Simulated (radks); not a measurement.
Values are calculated unless marked as measured or tabulated.
Effect of the nuclear size on the promethium ion Pm+, [Xe] 4f5 6s1. Code: a radial shooting solver on a logarithmic mesh with Libxc functionals. Model: Dirac Kohn-Sham, relativistic LDA (MacDonald-Vosko exchange, VWN5 correlation), spin-unpolarised, spherical densities, finite nucleus; open shells are shared between the two j in proportion to 2j + 1; Fermi nuclear charge, rms radius 4.962 fm. The rms radius is varied about that value; shifts are against it.

\begin{tabular}{lrrrrrrrrr}
rms radius (fm) & total energy shift (eV) & density at nucleus (e/bohr^3) & 1s1/2 shift (meV) & 2s1/2 shift (meV) & 5s1/2 shift (meV) & 5p1/2 shift (meV) & 6s1/2 shift (meV) & 4f7/2 shift (meV) & 6p1/2 (empty) shift (meV) \\ \hline
4.0887 & -4.66 & 5.086e+05 & -1920 & -241 & -1.85 & 0.170 & -0.179 & 0.316 & 0.056 \\
4.5154 & -2.47 & 4.971e+05 & -1020 & -128 & -0.981 & 0.090 & -0.095 & 0.168 & 0.029 \\
4.962 & 0 & 4.864e+05 & 0.000 & 0.000 & 0.000 & 0.000 & 0.000 & 0.000 & 0.000 \\
5.1406 & 1.04 & 4.825e+05 & 427 & 53.7 & 0.412 & -0.038 & 0.040 & -0.070 & -0.012 \\
5.7162 & 4.58 & 4.708e+05 & 1880 & 237 & 1.82 & -0.166 & 0.176 & -0.310 & -0.055 \\
\end{tabular}

Slopes of the eigenvalues against <r^2> in GHz/fm^2, as finite differences over the two radii next to the reference (eigenvalue slopes, not the field-shift constants of lines): 1s1/2 57900, 2s1/2 7270, 5s1/2 55.8, 5p1/2 -5.11, 6s1/2 5.40, 4f7/2 -9.54, 6p1/2 (empty) -1.68.
